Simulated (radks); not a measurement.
The numbers below are computed, except where a source is named.
Orbital eigenvalues (eV) of neutral ytterbium, [Xe] 4f14 6s2, at several levels of relativity; Dirac values are averaged over j with weights 2j + 1. Spin-unpolarised spherical Kohn-Sham, PBEsol, point nucleus unless stated (finite: rms radius 5.3108 fm), a radial shooting solver on a logarithmic mesh with Libxc functionals. A level marked "c x" has the speed of light scaled by that factor.

shell       non-rel.  scalar-rel.  scalar-rel., finite nucleus  Dirac, c x 2  change of magnitude, last against first (%)
3s           -2054.6      -2337.8                      -2337.2       -2116.4                                        +3.01
3p           -1869.6      -1967.0                      -1967.0       -1893.6                                        +1.29
3d           -1524.4      -1515.5                      -1515.5       -1521.8                                        -0.17
4s           -390.02      -459.63                      -459.50       -405.05                                        +3.85
4p           -314.81      -337.92                      -337.93       -320.44                                        +1.79
4d           -178.93      -177.81                      -177.81       -178.55                                        -0.21
5s           -45.725      -54.977                      -54.958       -47.614                                        +4.13
5p           -26.173      -27.464                      -27.467       -26.468                                        +1.13
4f           -7.6066      -3.0652                      -3.0684       -6.4126                                       -15.70
6s           -3.6132      -3.9380                      -3.9373       -3.6757                                        +1.73
5d (empty)   -1.4435            -                            -       -1.2425                                       -13.92
6p (empty)   -1.2999            -                            -       -1.2536                                        -3.56
